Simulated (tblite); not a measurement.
Compound: C3H12BNS.
SMILES with atom numbers: `[CH3:1][S:2][B-:3]([CH3:4])([CH3:5])[NH3+:6]` (hydrogens: H7, H8, H9 on C1; H10, H11, H12 on C4; H13, H14, H15 on C5; H16, H17, H18 on N6)

Computed with GFN2-xTB (tblite), gas phase: L-BFGS steps from a force-field or distance-geometry start until the largest atomic force falls under 0.01 eV/Å.

At the end of the run (lengths in Å): B3–N6 1.674, N6–H18 1.016, N6–H17 1.017, C4–H11 1.087, C1–H9 1.085, S2–B3 1.929, C5–H13 1.090, S2–B3–N6 101.2°, C4–B3–C5 115.5°, S2–B3–C5 116.1°, C1–S2–B3 103.7°, C1–S2–B3–C4 154°, H7–C1–S2–B3 -179°, H10–C4–B3–S2 169°.

**Question.** These geometries were met on the way; a selection of coordinates is given. Order them by energy above the end point, lowest first.
A. B3–N6 1.668, N6–H18 1.016, N6–H17 1.017, C4–H11 1.088, C1–H9 1.086, S2–B3 1.932, C5–H13 1.091, S2–B3–N6 104.3°, C4–B3–C5 113.8°, S2–B3–C5 114.7°, C1–S2–B3 101.7°, C1–S2–B3–C4 -167°, H7–C1–S2–B3 -166°, H10–C4–B3–S2 175°
B. B3–N6 1.665, N6–H18 1.018, N6–H17 1.019, C4–H11 1.086, C1–H9 1.085, S2–B3 1.940, C5–H13 1.089, S2–B3–N6 101.6°, C4–B3–C5 116.4°, S2–B3–C5 115.1°, C1–S2–B3 102.9°, C1–S2–B3–C4 -174°, H7–C1–S2–B3 -160°, H10–C4–B3–S2 171°
C. B3–N6 1.606, N6–H18 1.021, N6–H17 1.022, C4–H11 1.098, C1–H9 1.096, S2–B3 1.912, C5–H13 1.100, S2–B3–N6 109.7°, C4–B3–C5 110.1°, S2–B3–C5 111.3°, C1–S2–B3 100.2°, C1–S2–B3–C4 -167°, H7–C1–S2–B3 -172°, H10–C4–B3–S2 -179°
D. B3–N6 1.552, N6–H18 1.050, N6–H17 1.048, C4–H11 1.115, C1–H9 1.111, S2–B3 1.904, C5–H13 1.114, S2–B3–N6 111.5°, C4–B3–C5 108.7°, S2–B3–C5 110.7°, C1–S2–B3 99.5°, C1–S2–B3–C4 -168°, H7–C1–S2–B3 -172°, H10–C4–B3–S2 -178°
E. B3–N6 1.668, N6–H18 1.017, N6–H17 1.017, C4–H11 1.081, C1–H9 1.083, S2–B3 1.925, C5–H13 1.085, S2–B3–N6 106.6°, C4–B3–C5 112.9°, S2–B3–C5 113.4°, C1–S2–B3 101.4°, C1–S2–B3–C4 -165°, H7–C1–S2–B3 -169°, H10–C4–B3–S2 179°

**Answer.** B (0.046 eV), A (0.076 eV), E (0.126 eV), C (0.214 eV), D (0.381 eV).

| step | E above end (eV) | rms distance from the end, all atoms (Å) | largest force (eV/Å) | rms shift of all bonds from the end (Å) |
| --- | --- | --- | --- | --- |
| 31 | 0.046 | 0.435 | 0.189 | 0.004 |
| 10 | 0.076 | 0.504 | 0.162 | 0.004 |
| 4 | 0.126 | 0.509 | 0.309 | 0.008 |
| 1 | 0.214 | 0.513 | 1.036 | 0.019 |
| 0 | 0.381 | 0.515 | 2.042 | 0.036 |

Rows stand in the order of the answer.
